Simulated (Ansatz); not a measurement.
```yaml
crystal:
  periodic: [false, false, false]
  atoms:
    - {symbol: O, position_ang: [-0.775261, 1.354384, 0.763006]}
    - {symbol: Hf, position_ang: [-0.049523, -0.316008, 0.199742]}
    - {symbol: O, position_ang: [1.752453, -0.608635, 0.738300]}
    - {symbol: F, position_ang: [-1.172139, -1.696583, 0.897620]}
    - {symbol: Se, position_ang: [-0.006757, -0.409842, -2.401262]}
    - {symbol: H, position_ang: [-0.965603, 2.228618, 1.086328]}
    - {symbol: H, position_ang: [2.609544, -0.637209, 1.151043]}
    - {symbol: H, position_ang: [-1.392714, 0.085266, -2.434767]}
basis:
  gaussian: {orbitals: ANO-RCC-VTZP}
hamiltonian: {xc: {name: PBE0-DH}}
output: {forces: true}
```

```sh
$ ansatz run in.yaml --threads 4 --pin off --events-out ev --progress --plain --max-ram 10444MiB
```

Output, abridged:

```
Functional definition: PBE0-DH
2083 factors; integrals over basis functions are off by at most 9.5e-4 eV
mean field evaluation 1: about -483288.7889 eV, gradient 8.4e1 eV
mean field evaluation 2: about -483288.8375 eV, gradient 8.4e1 eV
mean field evaluation 4: about -483298.9792 eV, gradient 1.8e1 eV
mean field evaluation 8: about -483299.2277 eV, gradient 1.5e0 eV
mean field evaluation 16: about -483299.2319 eV, gradient 4.7e-4 eV
mean field -483299.23190643 eV, -17760.9191805758 hartree, gradient 4.3e-6 eV, S^2 0.000000; 0 other end points of the search recorded, 0 dependent functions left out
35 core orbitals not correlated: weight in the atoms' cores, before any rotation towards them, 1.000 or more for the frozen orbitals, at most 0.000 for the correlated occupied ones
reference -483299.23194648 eV, -17760.9191820478 hartree; 32, 32 occupied and 212, 212 virtual orbitals, 2083 factors
second order -73.46191648 eV of doubles, -0.00000000 eV of singles
Total energy: -483308.41468604 eV, -17761.2566415023 hartree
Relativity: scalar
Atom 0 at    -0.775261     1.354384     0.763006 Å, force     0.202714    -0.369131    -0.099906 eV/Å
Atom 1 at    -0.049523    -0.316008     0.199742 Å, force     0.016038     0.047322     0.228969 eV/Å
Atom 2 at     1.752453    -0.608635     0.738300 Å, force    -0.417885     0.091629    -0.074487 eV/Å
Atom 3 at    -1.172139    -1.696583     0.897620 Å, force     0.392473     0.476329    -0.230526 eV/Å
Atom 4 at    -0.006757    -0.409842    -2.401262 Å, force    -0.197844     0.079732     0.371146 eV/Å
Atom 5 at    -0.965603     2.228618     1.086328 Å, force     0.076701    -0.273145    -0.099152 eV/Å
Atom 6 at     2.609544    -0.637209     1.151043 Å, force    -0.275415     0.020007    -0.121067 eV/Å
Atom 7 at    -1.392714     0.085266    -2.434767 Å, force     0.203217    -0.072743     0.025023 eV/Å
Dipole moment:     0.301969     0.505457     0.431510 e Å
```

Run time 89 s (4 threads of an Intel Xeon Platinum 8259CL on a shared host); peak host memory 2.1 GiB.
